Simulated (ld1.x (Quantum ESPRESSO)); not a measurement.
# u(r) = r·R(r): atom against pseudo-atom (Mn (Z = 25))

Columns: radius, all-electron u(r) and pseudo u(r) of the 4s shell (level -5.29 eV) of manganese in the configuration [Ar] 3d5 4s2 4p0; LDA (PZ), scalar-relativistic, TM semilocal scheme, ld1.x (Quantum ESPRESSO) 7.5.

```csv
r (bohr),all-electron,pseudo
0.148,-0.1441,-0.0167
0.295,-0.0638,-0.0345
0.443,0.1616,-0.0551
0.590,0.2696,-0.0797
0.738,0.2493,-0.1101
0.885,0.1516,-0.1477
1.033,0.0206,-0.1939
1.180,-0.1135,-0.2486
1.328,-0.2376,-0.3110
1.475,-0.3434,-0.3770
1.623,-0.4305,-0.4425
1.770,-0.4982,-0.5012
1.918,-0.5490,-0.5494
2.065,-0.5845,-0.5845
2.213,-0.6074,-0.6074
2.360,-0.6192,-0.6192
2.508,-0.6222,-0.6222
2.655,-0.6180,-0.6180
2.802,-0.6079,-0.6079
2.950,-0.5932,-0.5932
3.098,-0.5749,-0.5749
3.245,-0.5541,-0.5541
3.393,-0.5313,-0.5313
3.540,-0.5073,-0.5073
3.688,-0.4824,-0.4824
3.835,-0.4574,-0.4574
```

Q: How many radial nodes do the two functions have?

A: The all-electron 4s function has n − l − 1 = 3 (the table is too coarse to show those close to the nucleus); the pseudo-wave has 0, since the states of the same l below it are removed with the core.

Q: At about which radius was the pseudo-wave matched?

A: 2.30 bohr. The columns agree to 0.0005 from 1.92 bohr on; several derivatives are matched, so the curves merge somewhat inside the radius.

Q: Where does each function peak?

A: Outermost all-electron maximum near 2.51 bohr, pseudo maximum near 2.51 bohr (to the table’s step).

Q: Is the pseudo-wave norm-conserving?

A: Yes: the TM semilocal scheme keeps the norm inside the radius equal to the all-electron one, which fixes the energy derivative of the logarithmic derivative at the level.
